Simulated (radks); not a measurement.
Values are calculated unless marked as measured or tabulated.
Coulomb parameter of the 5d shell of the hafnium ion Hf2+ in the model configuration [Xe] 4f14 5d0.5 6p1.5, as a second difference U = [E(n + 0.5) + E(n - 0.5) - 2 E(n)] / (0.5)^2 with all orbitals relaxed. "Bare": the charge of the atom changes with n. "Screened": the 6p shell takes up the change at fixed total charge, which measures U(5d,5d) + U(6p,6p) - 2 U(5d,6p). Level of theory: scalar-relativistic Kohn-Sham, PBE, spin-unpolarised, spherical densities, point nucleus (a radial shooting solver on a logarithmic mesh with Libxc functionals).

case,configuration,E - E(n) (eV)
start,[Xe] 4f14 5d0.5 6p1.5,0.000
bare +0.5,[Xe] 4f14 5d1 6p1.5,-9.324
bare -0.5,[Xe] 4f14 6p1.5,11.890
screened +0.5,[Xe] 4f14 5d1 6p1,-3.211
screened -0.5,[Xe] 4f14 6p2,3.588

U(bare) = 10.263 eV, U(screened by 6p) = 1.507 eV, against the Slater integral F0(5d,5d) = 12.525 eV with frozen orbitals.
